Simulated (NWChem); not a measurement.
Molecule: CH6O2Si2; SMILES O1[SiH2][SiH2]OC1

```xyz
11

C      1.6105    -0.1114     0.0000
O      0.8713     0.0973     1.1700
Si    -0.8118    -0.0064     1.1695
Si    -0.8118    -0.0064    -1.1695
O      0.8713     0.0973    -1.1700
H      2.4552     0.5980     0.0000
H      2.0107    -1.1445     0.0000
H     -1.3806     1.1713     1.8842
H     -1.2894    -1.2524     1.8431
H     -1.3806     1.1713    -1.8842
H     -1.2894    -1.2524    -1.8431
```
Atoms are numbered in this order, from 1.

Results from NWChem. Pople sets run with spherical d functions. Structure relaxed at the PBE0/def2-SVP level. Ions are spin-unrestricted doublets at the neutral geometry; other ion states weren't tried.

```csv
level,−ε(HOMO) (eV)
PBE/6-31+G*,6.37
BHandHLYP/6-31+G*,…
CAM-B3LYP/6-31+G*,9.24
```

Problem. Fill in the missing entries.

Solution. 
- BHandHLYP/6-31+G*, −ε(HOMO) (eV): 9.14
